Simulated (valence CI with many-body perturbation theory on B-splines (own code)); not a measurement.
## Hyperfine factors and g values of Zn¹⁶⁺

Calculated by valence CI with perturbative core correlation (CI+MBPT): four valence electrons over a frozen Dirac-Fock core [Ne], radial functions for each j: 11 s, 11 p, 9 d, 7 f, 5 g, 2 h, 1 i, with the one-electron correlation potential Σ1, the two-electron term Σ2, the three-electron term Σ3, Breit, model QED; selected CI, second order for the rest (own B-spline code, finite nucleus).

No measured levels were compared; by estimate levels of excited configurations hold to 0.05 to 0.15 % of their energy, terms of the ground configuration to about 0.5 %.

A/g_I is the dipole constant over the nuclear g factor μ/I (μ in nuclear magnetons, uniformly magnetised nucleus), B/Q the quadrupole constant per barn. Both hold the static response of the core; the bare values leave it out. Large factors of s and p1/2 electrons are usually good to 5 to 10 %; those of open d and f shells near neutrality can be off by tens of per cent, and small factors of p3/2, d and f electrons come from cancelling terms and can be off by a factor of two or in sign, in half-filled shells by more. B is blank for J = 1/2, where it vanishes, and for nearly pure S terms. Energies count from the lowest level. Levels with J = 0 are left out.

Names give the largest LS component (configuration and term), which can be under half, so a name can repeat, a term be missing and a line seem to break the LS rules; names also repeat where a configuration has a term twice.

```csv
Level,E (cm⁻¹),g,A/g_I (MHz),A/g_I bare,B/Q (MHz/b),B/Q bare
3s²3p² ³P_1,22957,1.500,-288,74.0,7280,7000
3s²3p² ³P_2,38869,1.392,13800,13400,-5710,-5480
3s²3p² ¹D_2,82700,1.106,11100,10800,20200,19400
3s3p³ ⁵S°_2,299290,1.984,36400,35400,,
3s3p³ ³D°_1,387580,0.585,-19900,-18900,7950,7660
3s3p³ ³D°_2,388340,1.210,22500,21700,14300,13800
3s3p³ ³D°_3,396820,1.332,33200,31900,-1600,-1510
3s3p³ ³P°_1,447290,1.428,43800,42000,-8620,-8300
3s3p³ ³P°_2,448920,1.394,26900,26000,-14100,-13600
3s3p³ ¹D°_2,489490,1.072,17900,17200,-5670,-5410
3s3p³ ³S°_1,545450,1.695,-15600,-13900,83.0,85.8
3s²3p3d ³F°_2,558840,0.678,11400,11100,10400,10200
3s²3p3d ³F°_3,572920,1.085,7340,7300,10800,10600
3s3p³ ¹P°_1,587900,1.286,-4340,-3600,253,252
3s²3p3d ³F°_4,595580,1.249,3950,4080,17400,17000
3s²3p3d ³P°_2,628260,1.284,3140,3370,2470,2530
3s²3p3d ³D°_1,639480,0.919,-7060,-6300,2930,2910
3s²3p3d ¹D°_2,654780,1.094,2900,3050,-2200,-2000
3s²3p3d ³P°_1,664420,1.091,5520,5630,-8110,-7890
3s²3p3d ³D°_3,665990,1.320,7430,7470,-8400,-7950
3s²3p3d ³D°_2,669300,1.278,8780,8780,-10800,-10400
3s²3p3d ¹F°_3,724890,1.008,5720,5690,16400,16100
3s²3p3d ¹P°_1,744030,0.989,-1360,-1010,2280,2300
3p⁴ ³P_2,793700,1.416,11400,11500,2810,2740
3p⁴ ³P_1,821740,1.452,6250,6610,-3660,-3530
3s3p²3d ⁵F_1,829100,0.088,-25300,-24200,-1230,-1100
3s3p²3d ⁵F_2,833550,1.035,6010,6060,2020,2040
3p⁴ ¹D_2,836750,1.079,15700,15200,-19300,-18500
3s3p²3d ⁵F_3,841450,1.274,13400,13200,4560,4550
3s3p²3d ⁵F_4,852890,1.359,16100,15800,2380,2530
3s3p²3d ⁵D_1,865930,1.470,21300,20900,-7420,-7200
3s3p²3d ⁵F_5,866830,1.395,19200,18700,-11500,-10800
3s3p²3d ⁵D_2,867580,1.445,20900,20400,-8620,-8340
3s3p²3d ⁵D_3,870230,1.440,21700,21200,-6020,-5750
```

Q: Take the isotope of mass number 67, with I = 5/2, μ = 0.87485 μN and Q = 0.122 b. What is the hyperfine structure of 3s²3p² ¹D_2?

A: From the table A = 3900 MHz, B = 2460 MHz. Shifts from the centre of gravity in MHz: F = 1/2: -25600, F = 3/2: -20800, F = 5/2: -12300, F = 7/2: 904, F = 9/2: 20100.
